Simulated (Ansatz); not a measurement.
The cluster PtAu2. Total charge 0; singlet. Geometry B3LYP-D4/def2-TZVP, basis def2-TZVP, Ansatz.

```xyz
3

Pt   -1.351    0.005   -0.474
Au    0.204    0.118    1.582
Au    1.147   -0.123   -1.108
```

| run | HOMO (eV) | LUMO (eV) |
| --- | --- | --- |
| A | -4.97 | -4.11 |
| B | -5.41 | -3.77 |
| C | -4.86 | -4.00 |
| D | -5.12 | -4.63 |
| E | -8.22 | -1.26 |
| F | -6.92 | -2.50 |

In the def2 sets Au, Pt take a core potential; there is no spin–orbit coupling. LC-ωPBE has ω = 0.4 bohr⁻¹. The structure comes from a short search, and lower isomers may exist.

Question: The runs used B97M-V, BHLYP, LC-ωPBE, LDA (SPW92), r2SCAN, r2SCANh. Estimate which is which.

Answer: A r2SCAN (0 % exact exchange); B r2SCANh (10 % exact exchange); C B97M-V (0 % exact exchange); D LDA (SPW92) (0 % exact exchange); E LC-ωPBE (range-separated); F BHLYP (50 % exact exchange). Exact exchange lowers occupied and raises empty levels; among semilocal functionals meta-GGAs tend to open the gap a little, and such runs are hard to tell apart. The gap grows from 0.49 eV (LDA (SPW92)) to 6.97 eV (LC-ωPBE).
